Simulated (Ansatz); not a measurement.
**Molecular dynamics of H2O2Zn**

The input (input.yaml):

```yaml
crystal:
  periodic: [false, false, false]
  atoms:
    - { symbol: Zn, position_ang: [-0.058707, -0.107407, 2.0e-06] }
    - { symbol: O, position_ang: [-0.021615, -0.020882, 1.772967] }
    - { symbol: H, position_ang: [-0.877511, -0.196442, 2.185571] }
    - { symbol: O, position_ang: [-0.005855, -0.029517, -1.77295] }
    - { symbol: H, position_ang: [0.308888, -0.844551, -2.185591] }
basis:
  gaussian: { orbitals: def2-SVP }
hamiltonian:
  xc: b3lyp
md:
  timestep: 0.5
  n_steps: 250
  ensemble: nve_milne
  temperature: 300.0
  initial_velocities: maxwell_boltzmann
  seed: 120931
```

Run as:

```bash
$ ansatz run input.yaml --threads 1 --pin off --max-ram 2048MiB --backend cpu --events-out ev --progress --plain --runs-dir out
```

It starts from a relaxed structure.

Output, in part (one step line in 3, the closing report, with atoms numbered from 0):

```
md step     0: t =     0.00 fs  T =   300.0 K  F+E_penalty+E_count = -52537.97380774 eV  E_kin = 0.116334 eV  conserved = -52537.85747374 eV  (25 SCF iters)
md step     3: t =     1.50 fs  T =   161.5 K  F+E_penalty+E_count = -52537.92014776 eV  E_kin = 0.062632 eV  conserved = -52537.85751611 eV  (32 SCF iters)
md step     6: t =     3.00 fs  T =   134.7 K  F+E_penalty+E_count = -52537.90974017 eV  E_kin = 0.052231 eV  conserved = -52537.85750947 eV  (24 SCF iters)
md step     9: t =     4.50 fs  T =   278.9 K  F+E_penalty+E_count = -52537.96564345 eV  E_kin = 0.108136 eV  conserved = -52537.85750746 eV  (31 SCF iters)
md step    12: t =     6.00 fs  T =   153.4 K  F+E_penalty+E_count = -52537.91704570 eV  E_kin = 0.059484 eV  conserved = -52537.85756133 eV  (31 SCF iters)
md step    15: t =     7.50 fs  T =   138.3 K  F+E_penalty+E_count = -52537.91122963 eV  E_kin = 0.053646 eV  conserved = -52537.85758350 eV  (24 SCF iters)
md step    18: t =     9.00 fs  T =   251.9 K  F+E_penalty+E_count = -52537.95520443 eV  E_kin = 0.097695 eV  conserved = -52537.85750975 eV  (32 SCF iters)
md step    21: t =    10.50 fs  T =   100.8 K  F+E_penalty+E_count = -52537.89658987 eV  E_kin = 0.039076 eV  conserved = -52537.85751384 eV  (26 SCF iters)
md step    24: t =    12.00 fs  T =   114.8 K  F+E_penalty+E_count = -52537.90200673 eV  E_kin = 0.044502 eV  conserved = -52537.85750456 eV  (25 SCF iters)
md step    27: t =    13.50 fs  T =   252.4 K  F+E_penalty+E_count = -52537.95537290 eV  E_kin = 0.097869 eV  conserved = -52537.85750356 eV  (31 SCF iters)
md step    30: t =    15.00 fs  T =   114.2 K  F+E_penalty+E_count = -52537.90186926 eV  E_kin = 0.044302 eV  conserved = -52537.85756748 eV  (31 SCF iters)
md step    33: t =    16.50 fs  T =   165.1 K  F+E_penalty+E_count = -52537.92161265 eV  E_kin = 0.064038 eV  conserved = -52537.85757494 eV  (32 SCF iters)
md step    36: t =    18.00 fs  T =   255.8 K  F+E_penalty+E_count = -52537.95670592 eV  E_kin = 0.099196 eV  conserved = -52537.85751023 eV  (32 SCF iters)
md step    39: t =    19.50 fs  T =   103.0 K  F+E_penalty+E_count = -52537.89743944 eV  E_kin = 0.039926 eV  conserved = -52537.85751315 eV  (25 SCF iters)
md step    42: t =    21.00 fs  T =   155.0 K  F+E_penalty+E_count = -52537.91762496 eV  E_kin = 0.060122 eV  conserved = -52537.85750303 eV  (26 SCF iters)
md step    45: t =    22.50 fs  T =   265.2 K  F+E_penalty+E_count = -52537.96033291 eV  E_kin = 0.102827 eV  conserved = -52537.85750622 eV  (32 SCF iters)
md step    48: t =    24.00 fs  T =    94.9 K  F+E_penalty+E_count = -52537.89438108 eV  E_kin = 0.036801 eV  conserved = -52537.85758040 eV  (32 SCF iters)
md step    51: t =    25.50 fs  T =   185.0 K  F+E_penalty+E_count = -52537.92929264 eV  E_kin = 0.071729 eV  conserved = -52537.85756382 eV  (32 SCF iters)
md step    54: t =    27.00 fs  T =   205.9 K  F+E_penalty+E_count = -52537.93735018 eV  E_kin = 0.079838 eV  conserved = -52537.85751198 eV  (27 SCF iters)
md step    57: t =    28.50 fs  T =    50.0 K  F+E_penalty+E_count = -52537.87690972 eV  E_kin = 0.019396 eV  conserved = -52537.85751362 eV  (25 SCF iters)
md step    60: t =    30.00 fs  T =   141.7 K  F+E_penalty+E_count = -52537.91245840 eV  E_kin = 0.054954 eV  conserved = -52537.85750462 eV  (31 SCF iters)
md step    63: t =    31.50 fs  T =   195.0 K  F+E_penalty+E_count = -52537.93314723 eV  E_kin = 0.075629 eV  conserved = -52537.85751819 eV  (32 SCF iters)
md step    66: t =    33.00 fs  T =    28.5 K  F+E_penalty+E_count = -52537.86865309 eV  E_kin = 0.011058 eV  conserved = -52537.85759544 eV  (24 SCF iters)
md step    69: t =    34.50 fs  T =   181.3 K  F+E_penalty+E_count = -52537.92785735 eV  E_kin = 0.070315 eV  conserved = -52537.85754223 eV  (31 SCF iters)
md step    72: t =    36.00 fs  T =   142.9 K  F+E_penalty+E_count = -52537.91294330 eV  E_kin = 0.055429 eV  conserved = -52537.85751456 eV  (32 SCF iters)
md step    75: t =    37.50 fs  T =    30.6 K  F+E_penalty+E_count = -52537.86939155 eV  E_kin = 0.011877 eV  conserved = -52537.85751410 eV  (25 SCF iters)
md step    78: t =    39.00 fs  T =   171.3 K  F+E_penalty+E_count = -52537.92394139 eV  E_kin = 0.066432 eV  conserved = -52537.85750916 eV  (32 SCF iters)
md step    81: t =    40.50 fs  T =   171.0 K  F+E_penalty+E_count = -52537.92383095 eV  E_kin = 0.066296 eV  conserved = -52537.85753535 eV  (33 SCF iters)
md step    84: t =    42.00 fs  T =    52.1 K  F+E_penalty+E_count = -52537.87779464 eV  E_kin = 0.020202 eV  conserved = -52537.85759253 eV  (24 SCF iters)
md step    87: t =    43.50 fs  T =   216.6 K  F+E_penalty+E_count = -52537.94151478 eV  E_kin = 0.083995 eV  conserved = -52537.85751929 eV  (32 SCF iters)
md step    90: t =    45.00 fs  T =   118.7 K  F+E_penalty+E_count = -52537.90353910 eV  E_kin = 0.046027 eV  conserved = -52537.85751188 eV  (32 SCF iters)
md step    93: t =    46.50 fs  T =    40.0 K  F+E_penalty+E_count = -52537.87301771 eV  E_kin = 0.015505 eV  conserved = -52537.85751237 eV  (24 SCF iters)
md step    96: t =    48.00 fs  T =   184.3 K  F+E_penalty+E_count = -52537.92897583 eV  E_kin = 0.071463 eV  conserved = -52537.85751285 eV  (31 SCF iters)
md step    99: t =    49.50 fs  T =   121.7 K  F+E_penalty+E_count = -52537.90474764 eV  E_kin = 0.047199 eV  conserved = -52537.85754866 eV  (32 SCF iters)
md step   102: t =    51.00 fs  T =    35.0 K  F+E_penalty+E_count = -52537.87114831 eV  E_kin = 0.013562 eV  conserved = -52537.85758587 eV  (23 SCF iters)
md step   105: t =    52.50 fs  T =   188.3 K  F+E_penalty+E_count = -52537.93051544 eV  E_kin = 0.073012 eV  conserved = -52537.85750303 eV  (32 SCF iters)
md step   108: t =    54.00 fs  T =    69.2 K  F+E_penalty+E_count = -52537.88432526 eV  E_kin = 0.026819 eV  conserved = -52537.85750620 eV  (32 SCF iters)
md step   111: t =    55.50 fs  T =    29.4 K  F+E_penalty+E_count = -52537.86890761 eV  E_kin = 0.011398 eV  conserved = -52537.85751009 eV  (24 SCF iters)
md step   114: t =    57.00 fs  T =   183.2 K  F+E_penalty+E_count = -52537.92856129 eV  E_kin = 0.071046 eV  conserved = -52537.85751521 eV  (32 SCF iters)
md step   117: t =    58.50 fs  T =   100.5 K  F+E_penalty+E_count = -52537.89652186 eV  E_kin = 0.038963 eV  conserved = -52537.85755895 eV  (32 SCF iters)
md step   120: t =    60.00 fs  T =    72.6 K  F+E_penalty+E_count = -52537.88571736 eV  E_kin = 0.028139 eV  conserved = -52537.85757791 eV  (25 SCF iters)
md step   123: t =    61.50 fs  T =   217.2 K  F+E_penalty+E_count = -52537.94171316 eV  E_kin = 0.084219 eV  conserved = -52537.85749393 eV  (32 SCF iters)
md step   126: t =    63.00 fs  T =    79.8 K  F+E_penalty+E_count = -52537.88846391 eV  E_kin = 0.030959 eV  conserved = -52537.85750444 eV  (32 SCF iters)
md step   129: t =    64.50 fs  T =    75.2 K  F+E_penalty+E_count = -52537.88668154 eV  E_kin = 0.029169 eV  conserved = -52537.85751252 eV  (25 SCF iters)
md step   132: t =    66.00 fs  T =   221.0 K  F+E_penalty+E_count = -52537.94320676 eV  E_kin = 0.085684 eV  conserved = -52537.85752236 eV  (27 SCF iters)
md step   135: t =    67.50 fs  T =    91.2 K  F+E_penalty+E_count = -52537.89292359 eV  E_kin = 0.035346 eV  conserved = -52537.85757732 eV  (32 SCF iters)
md step   138: t =    69.00 fs  T =   110.2 K  F+E_penalty+E_count = -52537.90031393 eV  E_kin = 0.042742 eV  conserved = -52537.85757181 eV  (25 SCF iters)
md step   141: t =    70.50 fs  T =   205.4 K  F+E_penalty+E_count = -52537.93715482 eV  E_kin = 0.079664 eV  conserved = -52537.85749103 eV  (32 SCF iters)
md step   144: t =    72.00 fs  T =    50.3 K  F+E_penalty+E_count = -52537.87699804 eV  E_kin = 0.019490 eV  conserved = -52537.85750787 eV  (24 SCF iters)
md step   147: t =    73.50 fs  T =    98.1 K  F+E_penalty+E_count = -52537.89554214 eV  E_kin = 0.038025 eV  conserved = -52537.85751731 eV  (26 SCF iters)
md step   150: t =    75.00 fs  T =   213.9 K  F+E_penalty+E_count = -52537.94047499 eV  E_kin = 0.082944 eV  conserved = -52537.85753070 eV  (32 SCF iters)
md step   153: t =    76.50 fs  T =    54.3 K  F+E_penalty+E_count = -52537.87866093 eV  E_kin = 0.021065 eV  conserved = -52537.85759598 eV  (26 SCF iters)
md step   156: t =    78.00 fs  T =   162.6 K  F+E_penalty+E_count = -52537.92060580 eV  E_kin = 0.063052 eV  conserved = -52537.85755341 eV  (32 SCF iters)
md step   159: t =    79.50 fs  T =   200.7 K  F+E_penalty+E_count = -52537.93531927 eV  E_kin = 0.077824 eV  conserved = -52537.85749564 eV  (32 SCF iters)
md step   162: t =    81.00 fs  T =    64.8 K  F+E_penalty+E_count = -52537.88265672 eV  E_kin = 0.025145 eV  conserved = -52537.85751177 eV  (25 SCF iters)
md step   165: t =    82.50 fs  T =   173.0 K  F+E_penalty+E_count = -52537.92461270 eV  E_kin = 0.067093 eV  conserved = -52537.85752001 eV  (31 SCF iters)
md step   168: t =    84.00 fs  T =   240.1 K  F+E_penalty+E_count = -52537.95062724 eV  E_kin = 0.093089 eV  conserved = -52537.85753843 eV  (32 SCF iters)
md step   171: t =    85.50 fs  T =    89.3 K  F+E_penalty+E_count = -52537.89220948 eV  E_kin = 0.034614 eV  conserved = -52537.85759531 eV  (24 SCF iters)
md step   174: t =    87.00 fs  T =   239.4 K  F+E_penalty+E_count = -52537.95037736 eV  E_kin = 0.092850 eV  conserved = -52537.85752731 eV  (32 SCF iters)
md step   177: t =    88.50 fs  T =   201.7 K  F+E_penalty+E_count = -52537.93572952 eV  E_kin = 0.078230 eV  conserved = -52537.85749911 eV  (31 SCF iters)
md step   180: t =    90.00 fs  T =    84.8 K  F+E_penalty+E_count = -52537.89040639 eV  E_kin = 0.032894 eV  conserved = -52537.85751194 eV  (24 SCF iters)
md step   183: t =    91.50 fs  T =   211.1 K  F+E_penalty+E_count = -52537.93939070 eV  E_kin = 0.081870 eV  conserved = -52537.85752071 eV  (32 SCF iters)
md step   186: t =    93.00 fs  T =   215.7 K  F+E_penalty+E_count = -52537.94119362 eV  E_kin = 0.083649 eV  conserved = -52537.85754507 eV  (31 SCF iters)
md step   189: t =    94.50 fs  T =    79.7 K  F+E_penalty+E_count = -52537.88848028 eV  E_kin = 0.030889 eV  conserved = -52537.85759090 eV  (24 SCF iters)
md step   192: t =    96.00 fs  T =   239.6 K  F+E_penalty+E_count = -52537.95042275 eV  E_kin = 0.092913 eV  conserved = -52537.85750929 eV  (32 SCF iters)
md step   195: t =    97.50 fs  T =   168.1 K  F+E_penalty+E_count = -52537.92268366 eV  E_kin = 0.065186 eV  conserved = -52537.85749783 eV  (32 SCF iters)
md step   198: t =    99.00 fs  T =    84.7 K  F+E_penalty+E_count = -52537.89033919 eV  E_kin = 0.032830 eV  conserved = -52537.85750947 eV  (23 SCF iters)
md step   201: t =   100.50 fs  T =   230.7 K  F+E_penalty+E_count = -52537.94698586 eV  E_kin = 0.089466 eV  conserved = -52537.85751941 eV  (32 SCF iters)
md step   204: t =   102.00 fs  T =   208.8 K  F+E_penalty+E_count = -52537.93852302 eV  E_kin = 0.080972 eV  conserved = -52537.85755085 eV  (32 SCF iters)
md step   207: t =   103.50 fs  T =   117.4 K  F+E_penalty+E_count = -52537.90310809 eV  E_kin = 0.045522 eV  conserved = -52537.85758583 eV  (25 SCF iters)
md step   210: t =   105.00 fs  T =   283.3 K  F+E_penalty+E_count = -52537.96735508 eV  E_kin = 0.109856 eV  conserved = -52537.85749893 eV  (31 SCF iters)
md step   213: t =   106.50 fs  T =   179.2 K  F+E_penalty+E_count = -52537.92697995 eV  E_kin = 0.069481 eV  conserved = -52537.85749865 eV  (32 SCF iters)
md step   216: t =   108.00 fs  T =   121.7 K  F+E_penalty+E_count = -52537.90469598 eV  E_kin = 0.047185 eV  conserved = -52537.85751080 eV  (24 SCF iters)
md step   219: t =   109.50 fs  T =   270.6 K  F+E_penalty+E_count = -52537.96245202 eV  E_kin = 0.104929 eV  conserved = -52537.85752327 eV  (32 SCF iters)
md step   222: t =   111.00 fs  T =   192.7 K  F+E_penalty+E_count = -52537.93228781 eV  E_kin = 0.074721 eV  conserved = -52537.85756695 eV  (32 SCF iters)
md step   225: t =   112.50 fs  T =   135.4 K  F+E_penalty+E_count = -52537.91009970 eV  E_kin = 0.052513 eV  conserved = -52537.85758661 eV  (23 SCF iters)
md step   228: t =   114.00 fs  T =   271.2 K  F+E_penalty+E_count = -52537.96266564 eV  E_kin = 0.105172 eV  conserved = -52537.85749343 eV  (27 SCF iters)
md step   231: t =   115.50 fs  T =   128.5 K  F+E_penalty+E_count = -52537.90733490 eV  E_kin = 0.049831 eV  conserved = -52537.85750399 eV  (32 SCF iters)
md step   234: t =   117.00 fs  T =   117.6 K  F+E_penalty+E_count = -52537.90311133 eV  E_kin = 0.045597 eV  conserved = -52537.85751443 eV  (24 SCF iters)
md step   237: t =   118.50 fs  T =   257.5 K  F+E_penalty+E_count = -52537.95739498 eV  E_kin = 0.099868 eV  conserved = -52537.85752692 eV  (32 SCF iters)
md step   240: t =   120.00 fs  T =   122.9 K  F+E_penalty+E_count = -52537.90525921 eV  E_kin = 0.047671 eV  conserved = -52537.85758783 eV  (32 SCF iters)
md step   243: t =   121.50 fs  T =   154.0 K  F+E_penalty+E_count = -52537.91730491 eV  E_kin = 0.059725 eV  conserved = -52537.85757978 eV  (24 SCF iters)
md step   246: t =   123.00 fs  T =   247.7 K  F+E_penalty+E_count = -52537.95354136 eV  E_kin = 0.096044 eV  conserved = -52537.85749706 eV  (31 SCF iters)
md step   249: t =   124.50 fs  T =    96.0 K  F+E_penalty+E_count = -52537.89474323 eV  E_kin = 0.037233 eV  conserved = -52537.85751013 eV  (26 SCF iters)
md step   250: t =   125.00 fs  T =    80.6 K  F+E_penalty+E_count = -52537.88877804 eV  E_kin = 0.031267 eV  conserved = -52537.85751063 eV  (27 SCF iters)
Total energy: -52537.88899728 eV, -1930.7318091898 hartree
Atom 0 at    -0.031683    -0.111457    -0.001086 Å, force    -0.106985    -0.093513     0.265610 eV/Å
Atom 1 at    -0.070454    -0.020382     1.770526 Å, force    -0.211186    -0.013950     0.153322 eV/Å
Atom 2 at    -0.975538    -0.060952     2.123549 Å, force     0.278912     0.008656    -0.096931 eV/Å
Atom 3 at    -0.054928    -0.021965    -1.755201 Å, force     0.615569    -1.735908    -1.721504 eV/Å
Atom 4 at     0.208159    -0.845131    -2.295955 Å, force    -0.576309     1.834716     1.399504 eV/Å
Dipole moment:    -0.163487    -0.320767    -0.069093 e Å
```

All steps were run. The conserved energy stayed within 0.089 meV per atom of its start (net change -0.0074 meV per atom), so the integration is sound. Over the second half the temperature averaged 0.54 of the 300 K drawn at the start: a run that starts near a minimum puts about half its kinetic energy into the potential. A run of 0.12 ps of so small a system gives no equilibrium averages.

The same pairs are bonded in the first frame and the last. Pairs count as bonded within 1.25 times the sum of covalent radii (0.12 Å more for H–H).

Last frame:

```xyz
5
Properties=species:S:1:pos:R:3
Zn -0.032 -0.112 -0.001
O -0.070 -0.020 1.770
H -0.976 -0.061 2.123
O -0.055 -0.022 -1.755
H 0.208 -0.845 -2.296
```

Run time: 9.7 min on 1 thread of Arm Neoverse V1 (shared host), peak memory 0.13 GiB.
